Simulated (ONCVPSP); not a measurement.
**PBE ONCV dataset for strontium, scalar-relativistic all-electron reference.**

The input file (ONCVPSP 4.0.1):

```
# ATOM AND REFERENCE CONFIGURATION
# atsym  z   nc   nv     iexc    psfile
  Sr 38.00    6    4        4      upf
#
#   n    l    f
    1    0    2.00
    2    0    2.00
    2    1    6.00
    3    0    2.00
    3    1    6.00
    3    2   10.00
    4    0    2.00
    4    1    6.00
    5    0    1.00
    5    1    1.00
#
# PSEUDOPOTENTIAL AND OPTIMIZATION
# lmax
    2
#
#   l,   rc,      ep,       ncon, nbas, qcut
    0    2.35    0.00    3    7    6.00
    1    2.10    0.00    4    7    6.00
    2    2.30    0.21    5    9    4.30
#
# LOCAL POTENTIAL
# lloc, lpopt,  rc(5),   dvloc0
    4    1    1.90    0.00
#
# VANDERBILT-KLEINMAN-BYLANDER PROJECTORs
# l, nproj, debl
    0    2    1.60
    1    3    3.20
    2    3    2.80
#
# MODEL CORE CHARGE
# icmod, fcfact, rcfact
    1    0.15    0.00
#
# LOG DERIVATIVE ANALYSIS
# epsh1, epsh2, depsh
   -3.00    5.00    0.02
#
# OUTPUT GRID
# rlmax, drl
    6.00    0.01
#
# TEST CONFIGURATIONS
# ncnf
    4
# nvcnf
#   n    l    f
    4
    4    0    2.00
    4    1    6.00
    5    0    2.00
    5    1    0.00
#
    4
    4    0    2.00
    4    1    6.00
    5    0    1.00
    5    1    0.00
#
    4
    4    0    2.00
    4    1    6.00
    5    0    0.00
    5    1    0.00
#
    4
    4    0    2.00
    4    1    6.00
    5    0    0.00
    5    1    2.00
#
```

Command:

```bash
oncvpsp.x < Sr.dat > Sr.out
```

Output (shortened: citation, most of the input echo, consistency checks and plot data are left out):

```
ONCVPSP  (Optimized Norm-Conservinng Vanderbilt PSeudopotential)
scalar-relativistic version 4.0.1

#   n    l    f        energy (Ha)
    1    0    2.00    -5.8573899E+02
    2    0    2.00    -7.9355760E+01
    2    1    6.00    -7.0516162E+01
    3    0    2.00    -1.2315867E+01
    3    1    6.00    -9.4631387E+00
    3    2   10.00    -4.7541186E+00
    4    0    2.00    -1.5517036E+00
    4    1    6.00    -8.8632070E-01
    5    0    1.00    -1.5363416E-01
    5    1    1.00    -6.7086306E-02

Reference configufation results
  iterations    22
  all-electron total energy (Ha)   -3.17940836D+03

Begin loop to  construct optimized pseudo wave functions
and semi-local pseudopoentials for all angular momenta

Calculating optimized projector #   1

 for l=   0

    Fraction of norm inside rc  0.965082
    Optimizing pswf for qcut=   6.01 a_B^-1,  ecut=  18.05 Ha
    Residual kinetic energy error=  7.78D-08 Ha

    Energy error per electron        Cutoff
         Ha          eV             Ha
         0.01000     0.27211        6.57
         0.00100     0.02721       10.21
         0.00010     0.00272       12.70
         0.00001     0.00027       14.62

Calculating optimized projector #   2

 for l=   0

    Fraction of norm inside rc  0.071359
    Optimizing pswf for qcut=   6.01 a_B^-1,  ecut=  18.05 Ha
    Residual kinetic energy error=  1.31D-07 Ha

    Energy error per electron        Cutoff
         Ha          eV             Ha
         0.01000     0.27211        2.54
         0.00100     0.02721        8.70
         0.00010     0.00272       12.11
         0.00001     0.00027       14.59

   Wellstate for l =  1  n =  7
     eigenvalue =   3.1329
     asymptotic potential =   3.6329
     half-point radius =  3.9813

Calculating optimized projector #   1

 for l=   1

    Fraction of norm inside rc  0.835640
    Optimizing pswf for qcut=   5.99 a_B^-1,  ecut=  17.96 Ha
    Residual kinetic energy error=  1.35D-06 Ha

    Energy error per electron        Cutoff
         Ha          eV             Ha
         0.01000     0.27211        5.61
         0.00100     0.02721        7.32
         0.00010     0.00272       12.00
         0.00001     0.00027       15.67

Calculating optimized projector #   2

 for l=   1

    Fraction of norm inside rc  0.027060
    Optimizing pswf for qcut=   5.99 a_B^-1,  ecut=  17.96 Ha
    Residual kinetic energy error=  8.18D-07 Ha

    Energy error per electron        Cutoff
         Ha          eV             Ha
         0.01000     0.27211        3.57
         0.00100     0.02721        5.62
         0.00010     0.00272        7.47
         0.00001     0.00027       14.15

Calculating optimized projector #   3

 for l=   1

    Fraction of norm inside rc  0.136386
    Optimizing pswf for qcut=   5.99 a_B^-1,  ecut=  17.96 Ha
    Residual kinetic energy error=  2.33D-04 Ha

    Energy error per electron        Cutoff
         Ha          eV             Ha
         0.01000     0.27211        7.19
         0.00100     0.02721       13.93
         0.00010     0.00272       20.23
         0.00001     0.00027       45.72

WARNING wellstate: moderately localized bound state found for n= 4 l=  2
WARNING scattering state with energy  0.05000000
WARNING will be used for the first projector

   Wellstate for l =  2  n =  5
     eigenvalue =   0.0500
     asymptotic potential =   0.5500
     half-point radius = 20.1322

   Wellstate for l =  2  n =  7
     eigenvalue =   2.8500
     asymptotic potential =   3.3500
     half-point radius =  4.6032

   Wellstate for l =  2  n =  8
     eigenvalue =   5.6500
     asymptotic potential =   6.1500
     half-point radius =  4.0533

Calculating optimized projector #   1

 for l=   2

    Fraction of norm inside rc  0.090492
    Optimizing pswf for qcut=   4.30 a_B^-1,  ecut=   9.23 Ha
    Residual kinetic energy error=  3.09D-04 Ha

    Energy error per electron        Cutoff
         Ha          eV             Ha
         0.01000     0.27211        4.92
         0.00100     0.02721        7.85
         0.00010     0.00272       14.99
         0.00001     0.00027       48.47

Calculating optimized projector #   2

 for l=   2

    Fraction of norm inside rc  0.147290
    Optimizing pswf for qcut=   4.30 a_B^-1,  ecut=   9.23 Ha
    Residual kinetic energy error=  2.07D-02 Ha

    Energy error per electron        Cutoff
         Ha          eV             Ha
         0.01000     0.27211       10.38
         0.00100     0.02721       20.69
         0.00010     0.00272       59.97
         0.00001     0.00027       70.09

Calculating optimized projector #   3

 for l=   2

    Fraction of norm inside rc  0.124515
    Optimizing pswf for qcut=   4.30 a_B^-1,  ecut=   9.23 Ha
    Residual kinetic energy error=  2.23D-01 Ha

    Energy error per electron        Cutoff
         Ha          eV             Ha
         0.01000     0.27211       12.94
         0.00100     0.02721       23.72
         0.00010     0.00272       74.88
         0.00001     0.00027       89.40

Construct Vanderbilt / Kleinmman-Bylander projectors

B matrix Hermiticity error, ll=   0
   1   2    7.7717E-05

  Orthonormal projector coefficients  2.0744E+00 -3.0991E-01

B matrix Hermiticity error, ll=   1
   1   2    2.9490E-05
   1   3    2.5624E-04
   2   3   -6.0464E-05

  Orthonormal projector coefficients  2.6652E+00  3.9430E-01 -1.1202E-01

B matrix Hermiticity error, ll=   2
   1   2   -4.5291E-05
   1   3    4.6218E-05
   2   3    1.6117E-04

  Orthonormal projector coefficients -9.9134E+00 -1.2266E+00 -5.7913E-01

Model core correction analysis
  based on d2Exc/dn_idn_j

d2excae - all-electron derivatives

   -3.272130D-02   -2.840237D-02   -1.674167D-03   -1.015882D-03
   -2.842952D-02   -2.695296D-02   -1.521264D-03   -7.941326D-04
   -1.767864D-03   -1.678078D-03   -3.308393D-04   -6.701622D-05
   -1.036363D-03   -8.307596D-04   -7.535125D-05   -3.879758D-05

d2excps - pseudofunction derivatives with no core correction

   -4.029310D-02   -3.099967D-02   -2.475670D-03   -1.224647D-03
   -3.102779D-02   -2.889688D-02   -1.813928D-03   -9.350817D-04
   -2.571018D-03   -1.972530D-03   -4.019552D-04   -8.515791D-05
   -1.245424D-03   -9.721304D-04   -9.358685D-05   -4.784652D-05

rms 2nd derivative error    2.182328E-03

Polynomial model core charge

d2excps - pseudofunction derivatives with core correction

   -2.942919D-02   -2.666496D-02   -1.499509D-03   -9.398565D-04
   -2.669191D-02   -2.677643D-02   -1.406595D-03   -7.851469D-04
   -1.593156D-03   -1.563381D-03   -3.168853D-04   -6.017649D-05
   -9.603207D-04   -8.217681D-04   -6.851073D-05   -3.810617D-05

rms 2nd derivative error    1.030967E-03

Pseudoatom total energy  -31.075237

Diagnostic tests using Vanderbilt-Kleinman-Bylander pseudopotentials
  1 or more projectors used as specified by nproj input data

   l    rcore       rmatch      e in        delta e   norm test  slope test

   0   2.3566952   2.4282496  -1.5517036  -0.0000011   1.0001801   1.0001719
   0   2.3566952   2.4282496  -0.1536342   0.0000012   1.0000101   1.0000015

   1   2.1034965   2.1673632  -0.8863207  -0.0000017   1.0000750   1.0000819
   1   2.1034965   2.1673632  -0.0670863   0.0000008   1.0000278   1.0000259
   1   2.1034965   2.1673632   3.1329137   0.0000466   1.0002504   1.0002504

   2   2.3009729   2.3708354   0.0500000   0.0000000   1.0000503   1.0000503
   2   2.3009729   2.3708354   2.8500000   0.0000409   1.0001682   1.0001682
   2   2.3009729   2.3708354   5.6500000  -0.0000010   1.0003683   1.0003683

 Testing for bound ghosts
   n   l    E NL Schr. Eq   E Basis Diag.   E Cutoff

   1   0       -1.551705       -1.551704     34.33
   2   0       -0.153633       -0.130455     34.33

   2   1       -0.886322       -0.886300     68.56
   3   1       -0.067085        0.038039     68.56

   3   2       -0.079773       -0.068551    104.67

 Testing for highly-localized positive-energy ghosts
       l    <radius>/rc     E Basis Diag.   E Cutoff

Test configuration 0

   n   l     f        eae           eps        diff
   1   0  2.0000 -585.73898845
   2   0  2.0000  -79.35576002
   2   1  6.0000  -70.51616158
   3   0  2.0000  -12.31586684
   3   1  6.0000   -9.46313869
   3   2 10.0000   -4.75411860
   4   0  2.0000   -1.55170364   -1.55170473   -1.09D-06
   4   1  6.0000   -0.88632070   -0.88632237   -1.66D-06
   5   0  1.0000   -0.15363416   -0.15363301    1.16D-06
   5   1  1.0000   -0.06708631   -0.06708549    8.15D-07

    Total energies and differences
      AE_ref= -3.17940836D+03  AE_tst= -3.17940836D+03  dif=  0.00D+00
      PS_ref= -3.10752373D+01  PS_tst= -3.10752373D+01  dif=  6.39D-14
      PSP excitation error= -6.39D-14

Test configuration 1

   n   l     f        eae           eps        diff
   1   0  2.0000 -585.68928267
   2   0  2.0000  -79.30605834
   2   1  6.0000  -70.46650741
   3   0  2.0000  -12.26617313
   3   1  6.0000   -9.41346860
   3   2 10.0000   -4.70447241
   4   0  2.0000   -1.50306254   -1.50277668    2.86D-04
   4   1  6.0000   -0.83869822   -0.83867555    2.27D-05
   5   0  2.0000   -0.12958662   -0.12957800    8.62D-06

    Total energies and differences
      AE_ref= -3.17940836D+03  AE_tst= -3.17949285D+03  dif= -8.45D-02
      PS_ref= -3.10752373D+01  PS_tst= -3.11597278D+01  dif= -8.45D-02
      PSP excitation error= -5.54D-06

Test configuration 2

   n   l     f        eae           eps        diff
   1   0  2.0000 -585.92572356
   2   0  2.0000  -79.54203432
   2   1  6.0000  -70.70250960
   3   0  2.0000  -12.50169746
   3   1  6.0000   -9.64896397
   3   2 10.0000   -4.93992021
   4   0  2.0000   -1.73573789   -1.73576197   -2.41D-05
   4   1  6.0000   -1.06992142   -1.06991097    1.04D-05
   5   0  1.0000   -0.30679261   -0.30678761    5.00D-06

    Total energies and differences
      AE_ref= -3.17940836D+03  AE_tst= -3.17927657D+03  dif=  1.32D-01
      PS_ref= -3.10752373D+01  PS_tst= -3.09434402D+01  dif=  1.32D-01
      PSP excitation error= -1.19D-05

Test configuration 3

   n   l     f        eae           eps        diff
   1   0  2.0000 -586.20863026
   2   0  2.0000  -79.82407011
   2   1  6.0000  -70.98458850
   3   0  2.0000  -12.78288192
   3   1  6.0000   -9.93009147
   3   2 10.0000   -5.22095918
   4   0  2.0000   -2.01109303   -2.01184187   -7.49D-04
   4   1  6.0000   -1.34197043   -1.34209270   -1.22D-04

    Total energies and differences
      AE_ref= -3.17940836D+03  AE_tst= -3.17887211D+03  dif=  5.36D-01
      PS_ref= -3.10752373D+01  PS_tst= -3.05389185D+01  dif=  5.36D-01
      PSP excitation error= -6.86D-05

Test configuration 4

   n   l     f        eae           eps        diff
   1   0  2.0000 -585.78507218
   2   0  2.0000  -79.40185923
   2   1  6.0000  -70.56220377
   3   0  2.0000  -12.36197576
   3   1  6.0000   -9.50922125
   3   2 10.0000   -4.80017545
   4   0  2.0000   -1.59655944   -1.59692129   -3.62D-04
   4   1  6.0000   -0.93001426   -0.93007696   -6.27D-05
   5   1  2.0000   -0.08343267   -0.08343370   -1.03D-06

    Total energies and differences
      AE_ref= -3.17940836D+03  AE_tst= -3.17931988D+03  dif=  8.85D-02
      PS_ref= -3.10752373D+01  PS_tst= -3.09867445D+01  dif=  8.85D-02
      PSP excitation error= -1.22D-05
```

The run took about 5.7 s on one core of a shared server CPU.
